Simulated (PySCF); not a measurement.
Can point charges reproduce the dipole moment of `C=C=C=C(C=C)C(=O)O`?

Coordinates (GFN2-xTB, Å) and charges (e) from the PBE0/pcSseg-1 density (PySCF):

| atom | x | y | z | Mulliken | IAO | Hirshfeld | ESP-fitted |
| --- | --- | --- | --- | --- | --- | --- | --- |
| C1 | 3.470 | 0.153 | 0.420 | -0.1463 | -0.3041 | -0.0659 | -0.4872 |
| C2 | 2.169 | 0.093 | 0.259 | -0.1592 | -0.0071 | -0.0205 | +0.2110 |
| C3 | 0.928 | 0.034 | 0.107 | +0.3550 | +0.0016 | -0.0159 | -0.2689 |
| C4 | -0.395 | -0.049 | -0.045 | -0.5329 | -0.0670 | -0.0073 | +0.1174 |
| C5 | -1.063 | -1.324 | 0.148 | -0.1350 | -0.1424 | -0.0506 | -0.1808 |
| C6 | -2.370 | -1.549 | 0.046 | -0.0979 | -0.2922 | -0.0855 | -0.4065 |
| C7 | -1.129 | 1.183 | -0.408 | +0.5786 | +0.5257 | +0.2102 | +0.6813 |
| O8 | -2.321 | 1.299 | -0.549 | -0.4146 | -0.4613 | -0.2471 | -0.5353 |
| O9 | -0.299 | 2.230 | -0.575 | -0.3687 | -0.4774 | -0.1745 | -0.5788 |
| H10 | 4.009 | 1.078 | 0.291 | +0.1574 | +0.1805 | +0.0671 | +0.2266 |
| H11 | 4.043 | -0.721 | 0.685 | +0.1559 | +0.1794 | +0.0660 | +0.2199 |
| H12 | -0.390 | -2.136 | 0.396 | +0.0936 | +0.1572 | +0.0477 | +0.1716 |
| H13 | -2.773 | -2.534 | 0.209 | +0.1186 | +0.1561 | +0.0514 | +0.1824 |
| H14 | -3.067 | -0.767 | -0.196 | +0.1531 | +0.1766 | +0.0378 | +0.2196 |
| H15 | -0.816 | 3.017 | -0.809 | +0.2423 | +0.3744 | +0.1871 | +0.4275 |

Q: What dipole does each set of charges give (1 e·Å = 4.803 D), and what does the density give?

A: The full density gives (2.29, 0.01, 0.25) D, 2.30 D in size; dipole vectors point from the negative to the positive end.

| scheme | μx | μy | μz | size (D) | share of the full size (%) | angle to the full dipole (°) |
| --- | --- | --- | --- | --- | --- | --- |
| Mulliken | 3.41 | -0.84 | 0.61 | 3.57 | 155 | 14 |
| IAO | 2.54 | -0.56 | 0.41 | 2.63 | 114 | 13 |
| Hirshfeld | 2.24 | 0.26 | 0.19 | 2.26 | 98 | 6 |
| ESP-fitted | 2.29 | -0.01 | 0.26 | 2.30 | 100 | 1 |

Q: Which set comes closest?

A: Length of the difference vector: ESP-fitted 0.03 D, Hirshfeld 0.26 D, IAO 0.65 D, Mulliken 1.46 D. Closest: ESP-fitted. The schemes that divide the density aren't constrained to reproduce the dipole.

Q: What is left for the Hirshfeld atoms' own dipoles?

A: The shares of the density sum to the whole, so what Σ q r misses lies in dipoles about the nuclei. The atomic dipoles sum to (2.29, 0.01, 0.25) − (2.24, 0.26, 0.19) = (0.05, -0.25, 0.06) D, 0.26 D in size.

Q: With the origin at the mean of the coordinates, (0.000, 0.001, -0.001) Å, which are the largest single terms, by size, of the Mulliken dipole along the direction of the full one?

A: O8 +4.70, C7 -3.22, H11 +3.06, H10 +3.04, C1 -2.46 D; all 15 atoms together +3.46 D. The single terms depend on the origin, their sum doesn't.

Q: Give the size of the full dipole in other units.

A: 2.30 D = 0.906 au = 0.479 e·Å = 7.68 × 10⁻³⁰ C·m.

Geometry: GFN2-xTB, one conformer, isolated molecule.

Conformer computed: `[CH2:1]=[C:2]=[C:3]=[C:4]([CH:5]=[CH2:6])[C:7](=[O:8])[OH:9]`: C3–C4–C5–C6 179°, C3–C4–C7–O8 -178°, H–O9–C7–C4 180°.
